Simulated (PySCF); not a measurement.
What binds to GeH3F, and how strongly

Gas-phase complexes of GeH3F, each in one structure from a short search with a few starts, optimised by PBE0-D3(BJ)/def2-SVPD or PBE0-D3(BJ)/def2-TZVPD; other ways of binding may lie lower. Energies in kcal/mol, wB97M-D3(BJ)/def2-TZVPD, counterpoise-corrected (PySCF): interaction is complex less parts frozen as they stand in it, binding adds what it costs to deform them. Contacts are written partner···GeH3F; electrostatic, Pauli and orbital are terms of the uncorrected same energy, whose rest is dispersion or correlation.

1 other partner is left out, for which the search missed the form known or expected to bind best.

Frequency runs check only 2 of the 6 structures; these show no clear imaginary mode. 1 further partner within 0.25 kcal/mol of a listed one is not ranked.

Problem. Order these partners of GeH3F by binding energy, strongest first: acetylene, ammonia, chloride, water, fluoride, formaldehyde.

Solution. fluoride (-49.8), chloride (-22.8), water (-4.5), formaldehyde (-4.1), ammonia (-3.8), acetylene (-2.6).
| partner | contact | distance (Å) | binding | interaction | electrostatic | Pauli | orbital |
| --- | --- | --- | --- | --- | --- | --- | --- |
| fluoride | F···Ge | 1.91 | -49.8 | -68.6 | -129.2 | 134.9 | -73.9 |
| chloride | Cl···Ge | 2.56 | -22.8 | -33.1 | -60.7 | 64.9 | -36.3 |
| water | H···F | 2.00 | -4.5 | -4.6 | -7.7 | 6.3 | -2.3 |
| formaldehyde | O···Ge | 3.08 | -4.1 | -4.3 | -6.8 | 5.6 | -2.0 |
| ammonia | N···Ge | 3.10 | -3.8 | -4.1 | -7.7 | 6.9 | -2.2 |
| acetylene | H···F | 2.16 | -2.6 | -2.8 | -4.1 | 3.5 | -1.3 |
